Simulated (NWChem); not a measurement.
Species: C3H5ClSi; SMILES [SiH3]C=C=CCl

Results from NWChem. Medium grid unless said otherwise, to which SCAN and Minnesota functionals are sensitive. Geometry: optimised at PBE0/def2-SVP. Hybrids' shares of exact exchange are those that their runs print; pure functionals count as 0. The functionals differ in more than this share.

```csv
row,share of exact exchange,orbital gap (eV)
PBE/def2-TZVP,0.00,3.94
B3LYP/def2-TZVP,0.20,5.65
PBE0/def2-TZVP,0.25,6.07
M06-2X/def2-TZVP,0.54,withheld
```

**Question.** Fit a straight line of the last column on the one before it, predict the withheld value, and compare with the run.

**Answer.** 
1. Means of the 3 shown rows: x = 0.150, y = 5.220. Slope Σ(x − x̄)(y − ȳ)/Σ(x − x̄)² = 0.2985/0.03500 = 8.529; intercept 3.941.
2. The shown rows scatter about the line by 0.003 (root mean square); the largest residual is 0.00, at PBE0/def2-TZVP.
3. At x = 0.54 (M06-2X/def2-TZVP; beyond the shown range) the line gives 8.55.
4. The run gives 8.14, -0.41 from the line.
